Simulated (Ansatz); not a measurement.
CH$_{6}$FNOSi (`NC[SiH](O)F`) at its PBE0-D4/def2-TZVP geometry, where that method's forces vanish. Charge 0, multiplicity 1.

```xyz
11

N     1.1300    0.9352   -0.0063
C    -0.1150    0.5257   -0.6695
Si   -0.7909   -1.0000    0.1996
O    -0.1351   -0.9931    1.6913
F    -2.3824   -0.8781    0.2672
H     1.8978    0.3331   -0.2777
H     1.3916    1.8764   -0.2713
H    -0.8625    1.3094   -0.5047
H    -0.0358    0.4011   -1.7579
H    -0.5298   -2.2944   -0.4687
H     0.4323   -0.2153    1.7980
```

What forces (eV/Å) does r2SCAN-D4/def2-TZVPP give on these atoms in the Gaussian-basis code of Ansatz? (An estimate is asked.)

The calculation gave: 
```
N1   0.170  0.078  0.182
C2  -0.214 -0.097 -0.111
Si3  0.030 -0.034 -0.054
O4   0.001 -0.007  0.046
F5  -0.044  0.000  0.006
H6   0.017 -0.005 -0.020
H7   0.028  0.017 -0.037
H8   0.008  0.005 -0.007
H9  -0.006  0.020 -0.025
H10 -0.002  0.023  0.011
H11  0.013 -0.001  0.007
```
